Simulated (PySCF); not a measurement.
A side-by-side comparison of computed properties.

First species: C₆H₇NS.
SMILES: `c1(ncccc1)SC`

Second species: C₆H₅ClO₂.
Z-matrix (Å and degrees, GFN2-xTB geometry), rows numbered from 1:
```
C 
C   1  1.4835
C   2  1.3757  1  131.01
C   3  1.4020  2  106.36  1   180.00
C   4  1.3822  3  106.07  2     0.02
C   5  1.4365  4  128.79  3   179.99
O   6  1.1926  5  127.53  4     0.04
Cl  6  1.7738  5  112.11  4  -179.93
O   2  1.3355  1  118.70  3  -179.98
H   1  1.0855  2  110.02  3    -0.02
H   1  1.0893  2  110.21  3   120.71
H   1  1.0893  2  110.16  3  -120.71
H   3  1.0706  2  126.51  1     0.01
H   4  1.0704  3  128.23  2   179.97
```

Levels: wB97X-D/def2-SVPD for dipole moment, HOMO energy, LUMO energy, HOMO–LUMO gap, static isotropic polarisability and electronic spatial extent ⟨r²⟩ about the centre of nuclear charge; TDDFT wB97X-D/def2-SVPD for lowest singlet excitation; TDA wB97X-D/def2-SVPD for lowest triplet excitation (Tamm–Dancoff); GFN2-xTB for rotational constant A and rotational constant C. Geometries: GFN2-xTB. Each species is one conformer at its optimised geometry, gas phase, non-relativistic unless stated; the electronic structure was computed with PySCF and density fitting.

The conformers computed, where there is a choice (atom-mapped SMILES and torsion angles):
- `[CH3:1][S:2][c:3]1[cH:4][cH:5][cH:6][cH:7][n:8]1`: C1–S2–C3–C4 180°
- `[CH3:1][c:2]1[cH:3][cH:4][c:5]([C:6](=[O:7])[Cl:8])[o:9]1`: C4–C5–C6–O7 0°

Values for the first species:

```
Dipole moment                                                     : 1.41 D
HOMO energy                                                       : -8.01 eV
LUMO energy                                                       : 0.90 eV
HOMO–LUMO gap                                                     : 8.91 eV
Lowest singlet excitation                                         : 4.83 eV
Lowest triplet excitation (Tamm–Dancoff)                          : 3.97 eV
Static isotropic polarisability                                   : 97.4 au
Electronic spatial extent ⟨r²⟩ about the centre of nuclear charge : 1160 bohr²
Rotational constant A                                             : 4.307 GHz
Rotational constant C                                             : 0.982 GHz
```

(1) Estimate the same properties for the second species, and the change in each.

Results:

(1) 
```
                                                         property       first      second  second less first
                                                    dipole moment      1.41 D      5.29 D            +3.88 D
                                                      HOMO energy    -8.01 eV    -9.02 eV           -1.01 eV
                                                      LUMO energy     0.90 eV    -0.38 eV           -1.28 eV
                                                    HOMO–LUMO gap     8.91 eV     8.64 eV           -0.27 eV
                                        lowest singlet excitation     4.83 eV     4.76 eV           -0.07 eV
                         lowest triplet excitation (Tamm–Dancoff)     3.97 eV     3.11 eV           -0.86 eV
                                  static isotropic polarisability     97.4 au     94.1 au            -3.3 au
electronic spatial extent ⟨r²⟩ about the centre of nuclear charge  1160 bohr²  1493 bohr²         +333 bohr²
                                            rotational constant A   4.307 GHz   2.803 GHz         -1.504 GHz
                                            rotational constant C   0.982 GHz   0.716 GHz         -0.266 GHz
```

On the first: S1 lies 4.08 eV below the HOMO–LUMO gap; its leading configuration is HOMO→LUMO, weight 0.91. A dipole of 1.41 D is allowed in Cs, and pure rotational transitions are dipole-allowed.

On the second: The principal polarisabilities are 57.1, 97.6 and 127.6 au; their mean is the isotropic value. A dipole of 5.29 D is allowed in Cs, and pure rotational transitions are dipole-allowed.
